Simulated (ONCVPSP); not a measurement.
# What the settings do to the ONCV potential of zirconium (Zr)

Base potential:

```
Element                 : Zr
Generator               : ONCVPSP 4.0.1
Type                    : optimised norm-conserving Vanderbilt (ONCV)
Functional              : PBE
Relativity              : scalar-relativistic
Frozen core             : [Ar] 3d10
Valence charge          : 12
Reference configuration : 4s2 4p6 4d2 5s1.5 5p0.5
Partial waves           : 4s+5s: rc 1.85 bohr, ncon 3, nbas 6, qcut 5.8 1/bohr, 2 projectors; 4p+5p: rc 2.35 bohr, ncon 3, nbas 6, qcut 6.8 1/bohr, 2 projectors; 4d: rc 2.50 bohr, ncon 4, nbas 8, qcut 5.7 1/bohr, 3 projectors, debl 3.5 Ha
Local potential         : polynomial inside 1.55 bohr (lpopt 5, dvloc0 6 Ha)
Core correction         : polynomial model core, fcfact 0.25
```

All-electron outer shells of the reference configuration (PBE, scalar-relativistic, ld1.x):

```json
{"shell": "3p", "level (eV)": "-318.29", "outermost node (bohr)": "0.18", "outermost maximum (bohr)": "0.40"}
{"shell": "3d", "level (eV)": "-175.34", "outermost node (bohr)": "–", "outermost maximum (bohr)": "0.35"}
{"shell": "4s", "level (eV)": "-55.14", "outermost node (bohr)": "0.55", "outermost maximum (bohr)": "1.08"}
{"shell": "4p", "level (eV)": "-33.09", "outermost node (bohr)": "0.56", "outermost maximum (bohr)": "1.17"}
{"shell": "5s", "level (eV)": "-4.81", "outermost node (bohr)": "1.47", "outermost maximum (bohr)": "3.11"}
{"shell": "4d", "level (eV)": "-4.14", "outermost node (bohr)": "0.58", "outermost maximum (bohr)": "1.59"}
{"shell": "5p", "level (eV)": "-1.77", "outermost node (bohr)": "1.70", "outermost maximum (bohr)": "4.10"}
```

Cutoffs, loose and tight: the cutoffs (Ha) at which the residual kinetic energy of the hardest occupied pseudo-wave falls to 1 and 0.1 mHa per electron. They do not see the model core or the augmentation charge, which bear on the density cutoff. Test errors are all-electron minus pseudo excitation energies from the reference, over the configurations 4s2 4p6 4d2 5s2 5p0; 4s2 4p6 4d2 5s1 5p0; 4s2 4p6 4d2 5s0 5p0; 4s2 4p6 4d1 5s2 5p0. A dash means not determined; rows that change the core or the reference have their own tests.

```csv
change,outcome,"cutoff, loose","cutoff, tight",bound ghosts,GHOST(+) flags above zero,largest test error (meV)
base,generated,12 Ha,15 Ha,none,none,+8.0
"all radii but the core radius scaled by about 0.82 (s 1.52, p 1.94, d 2.06 bohr); local potential polynomial inside 1.28 bohr (lpopt 5, dvloc0 6 Ha)",generated,16 Ha,40 Ha,none,none,+6.1
"all radii but the core radius scaled by about 0.92 (s 1.70, p 2.16, d 2.30 bohr); local potential polynomial inside 1.42 bohr (lpopt 5, dvloc0 6 Ha)",generated,14 Ha,17 Ha,none,none,-5.3
"all radii but the core radius scaled by about 0.96 (s 1.78, p 2.26, d 2.40 bohr); local potential polynomial inside 1.50 bohr (lpopt 5, dvloc0 6 Ha)",generated,13 Ha,16 Ha,none,none,+5.9
"all radii but the core radius scaled by about 1.04 (s 1.92, p 2.44, d 2.60 bohr); local potential polynomial inside 1.60 bohr (lpopt 5, dvloc0 6 Ha)",generated,12 Ha,14 Ha,none,none,+10.0
"all radii but the core radius scaled by about 1.08 (s 2.00, p 2.54, d 2.70 bohr); local potential polynomial inside 1.68 bohr (lpopt 5, dvloc0 6 Ha)",generated,11 Ha,14 Ha,none,none,+13
"all radii but the core radius scaled by about 1.19 (s 2.20, p 2.78, d 2.96 bohr); local potential polynomial inside 1.84 bohr (lpopt 5, dvloc0 6 Ha)",generated,10 Ha,12 Ha,none,none,+20
"all radii but the core radius scaled by about 1.24 (s 2.30, p 2.92, d 3.12 bohr); local potential polynomial inside 1.94 bohr (lpopt 5, dvloc0 6 Ha)",generated,9.8 Ha,12 Ha,none,none,+26
"all radii but the core radius scaled by about 1.33 (s 2.46, p 3.12, d 3.32 bohr); local potential polynomial inside 2.06 bohr (lpopt 5, dvloc0 6 Ha)",generated,9.3 Ha,11 Ha,none,none,+33
```

(1) What comes out with this change to the base: all radii but the core radius scaled by about 1.14 (s 2.10, p 2.68, d 2.84 bohr); local potential polynomial inside 1.76 bohr (lpopt 5, dvloc0 6 Ha)?

(2) What comes out with this change to the base: all radii but the core radius scaled by about 0.78 (s 1.44, p 1.84, d 1.96 bohr); local potential polynomial inside 1.20 bohr (lpopt 5, dvloc0 6 Ha)?

## Answers

(1) outcome: generated; cutoff, loose: 10 Ha; cutoff, tight: 13 Ha; bound ghosts: none; GHOST(+) flags above zero: none; largest test error (meV): +16.

(2) outcome: generated; cutoff, loose: 17 Ha; cutoff, tight: 47 Ha; bound ghosts: none; GHOST(+) flags above zero: s; largest test error (meV): -4.2.

Reading the sweep of the scale of all radii but the core radius (base = 1) (base included, trends over the rows without a ghost): The loose cutoff falls from 17 Ha at 0.78 to 9.3 Ha at 1.33. A larger radius leaves more room for a smooth pseudo-wave, so fewer plane waves are needed; a smaller one forces it to follow the all-electron wave where it bends sharply. The median size of the test errors (rows with all tests solved) rises from 1.0 meV at 0.78 to 10.7 meV at 1.33, with one reversal. More of the atom is replaced by a form fitted at one configuration, so other configurations suffer as the radius grows.
